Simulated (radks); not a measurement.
Results of a calculation; reference values are marked as such.
Question: Species: Sc3+. Configuration: [Ar] (the NIST ground configuration). Level of theory: scalar-relativistic Kohn-Sham, LDA (Slater exchange, Perdew-Wang correlation), spin-unpolarised, spherical densities, point nucleus (a radial shooting solver on a logarithmic mesh with Libxc functionals). Some entries of the table are withheld. Estimate them.

orbital  occ.  eigenvalue (hartree)  <1/r> (bohr^-1)
1s          2             -162.3518            20.72
2s          2             -18.60553              (1)
2p          6                   (2)            4.195
3s          2                   (3)            1.330
3p          6                   (4)            1.212
3d          0              -1.19567           0.9421
4s          0              -0.90897              (5)

Answer: 
(1) 2s <1/r> (bohr^-1): 4.284
(2) 2p eigenvalue (hartree): -15.48214
(3) 3s eigenvalue (hartree): -3.16778
(4) 3p eigenvalue (hartree): -2.37536
(5) 4s <1/r> (bohr^-1): 0.4992
